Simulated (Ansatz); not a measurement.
C2H5ClOSi, SMILES `ClC1C[SiH2]O1`. The species carries charge 0 and has multiplicity 1.

Cartesian coordinates in Å:
```
Cl 0.438 -0.666 2.387
C -0.386 0.116 0.996
C 0.609 0.693 -0.030
Si -0.180 -0.583 -1.150
O -1.098 -0.836 0.237
H -1.069 0.837 1.443
H 0.413 1.740 -0.262
H 1.652 0.568 0.251
H -0.993 -0.107 -2.297
H 0.616 -1.761 -1.575
```

Question: What are the harmonic wavenumbers in cm⁻¹ at PBE0-D4/def2-TZVP (Ansatz, finite differences of forces, unscaled)? (Estimate.)

Answer: Ansatz gave: 62, 322, 357, 461, 584, 649, 657, 738, 810, 843, 882, 959, 994, 1055, 1097, 1130, 1288, 1317, 1433, 2236, 2239, 3112, 3120, 3185.

Question: Is this a minimum?

Answer: Yes, all 24 modes are real.

Question: Give the ideal-gas thermochemistry at 298.15 K and 1 bar (rigid rotor, harmonic oscillator; point group C1, symmetry number 1).

Answer: Zero-point energy 176.6 kJ/mol; H(298) − E = 193.7 kJ/mol; entropy 321.5 J/(mol·K), of which translation 167.3, rotation 112.1, vibration 42.1; G(298) − E = 97.9 kJ/mol. Modes under 100 cm⁻¹ are hindered rotations or soft bends, so the harmonic entropy is rough.
